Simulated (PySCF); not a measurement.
The multiplicity is imposed and other spin states were not computed.

Cartesian coordinates (Å):
```xyz
8

Zn    -0.0427    -0.1016     0.0344
C     -1.7410     0.7021     0.4940
H     -2.1017     1.3638    -0.3207
H     -1.6510     1.3213     1.4107
H     -2.5219    -0.0634     0.6794
N      1.6278    -0.6983    -0.4449
H      1.6425    -1.3705    -1.2234
H      2.1653    -1.1406     0.3126
```
Charge 0, multiplicity 1.

Q: Estimate the LUMO, charge on the central atom (meta-Löwdin), dipole moment, charge on the central atom (Mulliken) and HOMO–LUMO gap that TPSSh-D3(BJ)/def2-TZVP // PBE-D3(BJ)/def2-SVP in PySCF returns for this input.

A: 
| Quantity | Result |
|---|---|
| LUMO | -0.36 eV |
| charge on the central atom (meta-Löwdin) | 1.07 e |
| dipole moment | 1.08 D |
| charge on the central atom (Mulliken) | 0.39 e |
| HOMO–LUMO gap | 5.59 eV |
